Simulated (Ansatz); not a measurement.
```yaml
crystal:
  periodic: [false, false, false]
  atoms:
    - {symbol: C, position_ang: [-0.280362, 1.303211, -0.504857]}
    - {symbol: C, position_ang: [0.392532, 0.156116, -0.393862]}
    - {symbol: C, position_ang: [0.167997, -0.799412, 0.575210]}
    - {symbol: Br, position_ang: [-0.581032, -2.511703, -0.106652]}
    - {symbol: H, position_ang: [-0.077397, 2.043559, -1.273316]}
    - {symbol: H, position_ang: [-1.032821, 1.562473, 0.267613]}
    - {symbol: H, position_ang: [1.076233, -0.124221, -1.237584]}
    - {symbol: H, position_ang: [-0.544442, -0.545127, 1.352291]}
    - {symbol: H, position_ang: [1.029534, -1.157345, 1.024868]}
basis:
  gaussian: {orbitals: pcseg-2, final_grid: {core_spheres: 8, valence_spheres: 7, degree: 23}}
hamiltonian: {xc: {name: B2PLYP}, dispersion: d4}
accuracy: high
scf: {lower_state_search: full}
output: {forces: true}
```

```sh
$ ansatz run in.yaml --threads 4 --pin off --events-out ev --progress --plain --max-ram 10444MiB
```

Problem. How does Ansatz answer? (Best estimate.)

Solution. Ansatz gave: The program refused the input.
```
Error: invalid value for `hamiltonian.dispersion`: no damping is tabulated for this functional; type it, or the functional that lends it
```
